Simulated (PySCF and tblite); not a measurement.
The numbers below are computed, except where a source is named.
## Dynamics report: rotation

System: isoxazole-5-carboxylic acid, C4H3NO3, numbered as in [O:1]=[C:2]([OH:3])[c:4]1[cH:5][cH:6][n:7][o:8]1.

Motion: rotation about the C2–O3 bond (torsion O1–C2–O3–H from 0° to 180°, rising). The path came from a restrained scan, a climbing-image band and a saddle search at GFN2-xTB; energies are PBE0/pcSseg-1 + D3(BJ), IEF-PCM benzene//GFN2-xTB, thermal terms GFN2-xTB. Rates follow Eyring's equation with the number of equivalent paths and no tunnelling. Run with tblite and PySCF.

```tsv
point	symmetry	E(GFN2) kcal/mol	E(DFT) kcal/mol	ZPE change kcal/mol	lowest mode cm⁻¹	dipole D
start	Cs	0.0	0.0	0.00	59	1.36
saddle	C1	12.5	11.5	-1.11	628i	2.12
end	Cs	3.5	1.9	-0.14	76	3.04
```

| Item | Value |
| --- | --- |
| Electronic barrier | 11.5 kcal/mol |
| Barrier with zero-point energy | 10.4 kcal/mol |
| ΔH‡ (298 K) | 10.3 kcal/mol |
| ΔS‡ (298 K, symmetry apart) | -0.4 cal/(mol K) |
| Paths | 2 equivalent paths |
| End point | a different minimum |
| Mean lifetime of the start against this motion at 298 K | 3.4 µs |
| Cost | 47 s on 1 thread of Arm Neoverse V2 (shared host) (rough), peak memory 0.83 GiB, launched as `OMP_NUM_THREADS=1 python ens_run.py task.json out` |

```csv
T/K,ΔG‡ kcal/mol,k s⁻¹,ΔG kcal/mol,k back s⁻¹
200,10.4,37,1.8,3230
250,10.4,8520,1.8,3×10⁵
298,10.4,2.9×10⁵,1.8,5.9×10⁶
350,10.4,4.5×10⁶,1.8,5.8×10⁷
400,10.4,3.2×10⁷,1.8,3×10⁸
```

ΔG and ΔG‡ leave out symmetry numbers and mirror images; rates count paths: 2 out, 2 back.
